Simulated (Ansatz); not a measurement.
Stepwise reaction of `[CH3][Ga]([CH3])[SeH]` with hydrogen fluoride, as a gas-phase model of exchange steps in deposition or etching. ΔE in kJ/mol.

Program: Ansatz. Geometries: PBE0-D4/def2-TZVP. ΔE: electronic, gas phase. CCSD(T)/CBS is the MP2 limit (def2-TZVPP, def2-QZVPP) plus CCSD(T) − MP2 in def2-TZVPP, frozen cores. This one scheme is used for every species. Functionals use def2-TZVPP. B3LYP here is the variant with VWN-RPA as its local correlation; programs differ in this. For Ga, Se outer-core shells are correlated without core-valence functions, which leaves a few kJ/mol of doubt a bond. Scalar relativity is left out up to krypton. One conformer a species, not always the lowest.

```csv
step,reaction,PBE-D4,B3LYP-D4,ωB97M-V,CCSD(T)/CBS
1,`[CH3][Ga]([CH3])[SeH]` + H–F → `[CH3][Ga]([F])[SeH]` + CH₄,-109.2,-117.1,-112.6,-102.7
2,`[CH3][Ga]([F])[SeH]` + H–F → `[F][Ga]([F])[SeH]` + CH₄,-77.6,-85.6,-82.4,-72.5
```

Problem. By hand: ΔE of the 2 steps together at CCSD(T)/CBS.

Solution. (-102.7) + (-72.5) = -175.2 kJ/mol, or -87.6 kJ/mol a step.

In ΔE each step is higher than the one before. All are downhill at CCSD(T)/CBS. PBE-D4 differs from CCSD(T)/CBS by -6.5 to -5.1 kJ/mol a step. Isolated molecules leave out the surface, adducts and barriers. Largest T1 diagnostic: 0.013.
